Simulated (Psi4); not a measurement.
Input for Psi4:
```
memory 2 GB

molecule {
1 2
F    -0.00000000   -0.00000000   -1.04610145
Cl    0.00000000    0.00000000    0.55381842
}

set {
  basis 6-311++g**
  reference uhf
  freeze_core true
}

energy('mp2')
print_variables()
```

Problem. What does this run give for the total energy, nuclear repulsion energy, number of basis functions, MP2 correlation energy, SCF-reference <S^2>?

Solution. 
The total energy comes out as -1117.524453 Ry and the nuclear repulsion energy is 50.6051 Eh. The number of basis functions is 52 and the MP2 correlation energy is -0.3348 Eh. The SCF-reference <S^2> comes out as 0.761.

These values belong to the state on which the SCF converged, which isn't shown to be the lowest.
